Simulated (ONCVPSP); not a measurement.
Pseudopotential generation for Sr: ONCV, PBE, scalar-relativistic.

* Element: strontium
* Generator: ONCVPSP 4.0.1
* Type: optimised norm-conserving Vanderbilt (ONCV)
* Functional: PBE
* Relativity: scalar-relativistic
* Frozen core: [Ar] 3d10
* Valence charge: 10
* Reference configuration: 4s2 4p6 5s1 5p1
* Partial waves: 4s+5s: rc 2.60 bohr, ncon 4, nbas 7, qcut 5.7 1/bohr, 2 projectors; 4p+5p: rc 2.30 bohr, ncon 4, nbas 9, qcut 5.1 1/bohr, 3 projectors, debl 2 Ha; d scattering state at 0.04 Ha: rc 2.55 bohr, ncon 3, nbas 8, qcut 4.3 1/bohr, 2 projectors, debl 3.1 Ha
* Local potential: polynomial inside 1.60 bohr (lpopt 5, dvloc0 -1 Ha)
* Core correction: Teter function, fcfact 2.5, rcfact 1.05

In the d channel the program set the typed energies aside and used 0.050, 3.150 Ha.

Poles of the logarithmic derivatives, all-electron (AE) and pseudo (PS). s: poles at -1.5, 1.9 (AE) and -1.5, 1.8, 3.8 (PS) Ha. p: poles at -0.6, 3.8 (AE) and -0.6, 3.8 (PS) Ha. d: poles at 0.5, 3.8 (AE) and 0.5, 3.8 (PS) Ha. Test radii: s 2.64, p 2.33, d 2.59 bohr.

- Cutoffs needed: 7.9 Ha and 10 Ha (the cutoffs (Ha) at which the residual kinetic energy of the hardest occupied pseudo-wave falls to 1 and 0.1 mHa per electron) The cutoffs count occupied waves only; projector 2 of the d channel, the hardest unoccupied one, needs 33 Ha at the loose tolerance.
- Ghost test: no bound ghost flagged; no localised positive-energy state flagged
- Largest excitation error: -2.9 meV (all-electron minus pseudo) for 4s2 4p6 4d1 5s1 5p0, out of 4 test configurations
- rms error of d²Exc/dni dnj: 2.55 mHa without and 0.91 mHa with the model core
